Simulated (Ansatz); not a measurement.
Stepwise reaction of `CN([SiH2]F)[SiH2]F` with water, as a gas-phase model of exchange steps in deposition or etching. ΔE in kJ/mol.

Calculated with Ansatz (gas phase, PBE0-D4/def2-TZVP geometries, no zero-point term in ΔE). CBS: MP2 limit from def2 TZ/QZ plus the TZ coupled-cluster correction, frozen cores. This one scheme is used for every species. Functionals use def2-TZVPP. B3LYP here is the variant with VWN-RPA as its local correlation; programs differ in this. Each species was taken in one conformer, which may not be the lowest.

```csv
step,reaction,PBE-D4,B3LYP-D4,ωB97M-V,CCSD(T)/CBS
1,`CN([SiH2]F)[SiH2]F` + H₂O → `CN([SiH2]O)[SiH2]F` + H–F,40.9,43.8,43.7,43.2
2,`CN([SiH2]O)[SiH2]F` + H₂O → `CN([SiH2]O)[SiH2]O` + H–F,50.4,52.4,52.8,53.2
```

Q: By hand: ΔE of the 2 steps together at CCSD(T)/CBS.

A: (43.2) + (53.2) = 96.4 kJ/mol, or 48.2 kJ/mol a step.

In ΔE each step is higher than the one before. All are uphill at CCSD(T)/CBS. PBE-D4 differs from CCSD(T)/CBS by -2.8 to -2.3 kJ/mol a step. Isolated molecules leave out the surface, adducts and barriers. Largest T1 diagnostic: 0.012.
